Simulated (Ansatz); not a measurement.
Consider the atomization: `N[SiH2]O[Si](N)(F)F` → 2 F• + 6 H• + 2 N• + O• + 2 Si•.

Calculated with Ansatz (gas phase, PBE0-D4/def2-TZVP geometries, no zero-point term in ΔE). CCSD(T)/CBS adds triple-zeta CCSD(T) − MP2 to the extrapolated MP2 energy (def2 sets, frozen cores). This one scheme is used for every species, atoms too. Functionals use def2-TZVPP. B3LYP here is the variant with VWN-RPA as its local correlation; programs differ in this. No spin–orbit coupling; open shells (•) take unrestricted orbitals. Spin–orbit coupling would lower the free atoms: a little for F, O, Si. One conformer a species, not always the lowest.

```csv
level,ΔE (eV)
PBE-D4,53.59
r2SCAN-D4,53.00
PBE0-D4,52.50
B3LYP,52.53
MP2/def2-TZVPP,52.97
SCS-MP2/def2-TZVPP,52.71
CCSD/def2-TZVPP,50.88
MP2/CBS(def2),54.80
```

Question: What does CCSD(T)/CBS give? (An estimate is asked.)

Answer: The calculation gave: +53.46 eV. The listed levels differ from it by 0.13, -0.46, -0.96, -0.93, -0.49, -0.75, -2.58, 1.34 eV.

Largest T1 diagnostic among the species: 0.012.

From PBE to PBE0 (25 % exact exchange), in def2-TZVPP and without D4, ΔE moves by −1.04 eV: exact exchange takes away binding that semilocal exchange gives to molecules. In def2-TZVPP, CCSD(T) changes the Hartree–Fock value by +13.63 eV (the triples alone add +0.76 eV) and MP2 by +14.97 eV; breaking electron pairs costs correlation energy, which Hartree–Fock lacks. The D4 term adds +0.55 eV with B3LYP and +0.29 eV with PBE0; it sums over pairs of atoms, weighted by their polarisabilities, and B3LYP, whose exchange is more repulsive, gets the larger term.

For atomizations the MP2-based limit and the directly extrapolated one differ by several kJ/mol either way, and by 10 to 25 for some Ge, Se and Sn compounds, so smaller differences from it don't rank the levels.
